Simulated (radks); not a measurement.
Values are calculated unless marked as measured or tabulated.
Tl6+, configuration [Kr] 4d10 4f14 5p6 5d7 6d2 (not the ground configuration).

Level of theory: Dirac Kohn-Sham, BP86, spin-unpolarised, spherical densities, finite nucleus; open shells fill j = l - 1/2 first; Fermi nuclear charge, rms radius 5.4759 fm (a radial shooting solver on a logarithmic mesh with Libxc functionals).

Energy parts (hartree):
part                       energy
total                 -20263.1950
kinetic                23457.5255
electron-nucleus      -50885.1492
Hartree                 7544.1301
exchange-correlation    -379.7014

Orbitals (lengths in bohr, moments of r in powers of bohr; <r^-3> diverges for s and p1/2; r(max) is where P^2 peaks):
orbital  occ.  eigenvalue (hartree)   r(max)      <r>  <r^-3>  small-component weight
1s1/2       2             -3144.203  0.01003  0.01632       -                9.51e-02
2s1/2       2             -562.7887  0.05836  0.06807       -                2.19e-02
2p1/2       2             -540.6282  0.04278  0.05588       -                2.20e-02
2p3/2       4             -464.6905  0.05039  0.06468   22410                1.94e-02
3s1/2       2             -137.4494   0.1642   0.1770       -                7.35e-03
3p1/2       2             -127.4010   0.1530   0.1674       -                7.30e-03
3p3/2       4             -110.5179   0.1684   0.1834    5264                6.55e-03
3d3/2       4             -93.85007   0.1309   0.1595   922.3                6.44e-03
3d5/2       6             -90.24413   0.1351   0.1644   756.9                6.24e-03
4s1/2       2             -33.84294   0.3694   0.3913       -                2.52e-03
4p1/2       2             -29.50217   0.3670   0.3928       -                2.43e-03
4p3/2       4             -25.39213   0.3984   0.4270    1287                2.14e-03
4d3/2       4             -18.28470   0.3901   0.4325   204.1                1.94e-03
4d5/2       6             -17.51635   0.3996   0.4435   163.7                1.86e-03
4f5/2       6              -8.33420   0.3551   0.4600   35.64                1.51e-03
4f7/2       8              -8.16300   0.3596   0.4662   33.82                1.48e-03
5s1/2       0              -8.63130   0.8007   0.8566       -                7.03e-04
5p1/2       2              -7.12048   0.8372   0.9070       -                6.27e-04
5p3/2       4              -6.29512   0.9082   0.9836   258.5                5.46e-04
5d3/2       4              -4.08646    1.026    1.148   31.83                4.02e-04
5d5/2       3              -3.96804    1.050    1.175   25.47                3.86e-04
6p1/2       0              -2.55410    1.865    1.981       -                1.68e-04
6p3/2       0              -2.36962    2.012    2.121   58.64                1.50e-04
6d3/2       2              -1.72121    2.464    2.576   7.082                1.09e-04
6d5/2       0              -1.69460    2.508    2.616   5.785                1.07e-04

The highest occupied level is 6d3/2 at -46.837 eV. The configuration is held as typed, so some empty levels lie below it. The density falls to 0.001 e/bohr^3 at r = 3.99 bohr. Summed over all electrons, <r^2> = 39.60 bohr^2, which gives a Langevin (diamagnetic) susceptibility term of -31.4 x 10^-6 cm^3/mol.
